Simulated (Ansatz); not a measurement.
Ansatz (an electronic-structure program) input:

Ansatz 0.2 input:
```yaml
crystal:
  periodic: [false, false, false]
  atoms:
    - {symbol: Ti, position_ang: [0.07784467, 0.17411095, 0.10808224]}
    - {symbol: O, position_ang: [1.44519068, -0.28707010, -0.86269309]}
    - {symbol: H, position_ang: [2.16192665, -0.88280050, -1.12149448]}
    - {symbol: O, position_ang: [-0.32643374, -0.90580869, 1.41002706]}
    - {symbol: H, position_ang: [-0.94558082, -1.40605780, 1.95956420]}
    - {symbol: O, position_ang: [-1.26806075, 0.85893908, -0.75463256]}
    - {symbol: H, position_ang: [-1.73449814, 1.12993518, -1.55749033]}
basis:
  gaussian:
    orbitals: def2-TZVPD
hamiltonian:
  xc: {name: B97M-V}
total_charge: 1
output: {forces: true}
```

Question: Predict the final energy.

Answer: -1076.65442 Eh (B97M-V/def2-TZVPD). The basis has 195 functions.

The spin state was set by rule; other spins were not relaxed.
